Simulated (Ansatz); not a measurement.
Gas-phase electronic energies from Ansatz, PBE0-D4/def2-TZVP geometries. CBS: MP2 limit from def2 TZ/QZ plus the TZ coupled-cluster correction, frozen cores. DFT in def2-TZVPP. B3LYP here is the variant with VWN-RPA as its local correlation; programs differ in this. def2 core potentials past Kr. For Ge, I outer-core shells are correlated without core-valence functions, which leaves a few kJ/mol of doubt a bond. Scalar relativity is left out up to krypton. One conformer a species, not always the lowest.

Consider the formal exchange of groups at the Si–I bond: `O[SiH](F)I` + `C[N](C)[GeH3]` → `C[N]([GeH3])[SiH](O)F` + `CI`.

Problem. Is it downhill or uphill in electronic energy at CCSD(T)/CBS, and by how much? (Estimate.)

Solution. Computed: Downhill: ΔE = -24.6 kJ/mol.

Problem. What do these levels give: B3LYP-D4, ωB97X-V, ωB97M-V, B2PLYP, PBE0, B3LYP, SCS-MP2/def2-TZVPP, CCSD/def2-TZVPP, CCSD(T)/def2-TZVPP, HF/def2-QZVPP, MP2/CBS(def2), CCSD/CBS(def2)? (Estimate.)

Solution. The calculation gave: B3LYP-D4 -22.5, ωB97X-V -19.2, ωB97M-V -21.9, B2PLYP -23.0, PBE0 -12.0, B3LYP -20.3, SCS-MP2/def2-TZVPP -27.3, CCSD/def2-TZVPP -28.2, CCSD(T)/def2-TZVPP -28.3, HF/def2-QZVPP -24.3, MP2/CBS(def2) -20.5, CCSD/CBS(def2) -24.5 kJ/mol.

Largest T1 diagnostic among the species: 0.012.
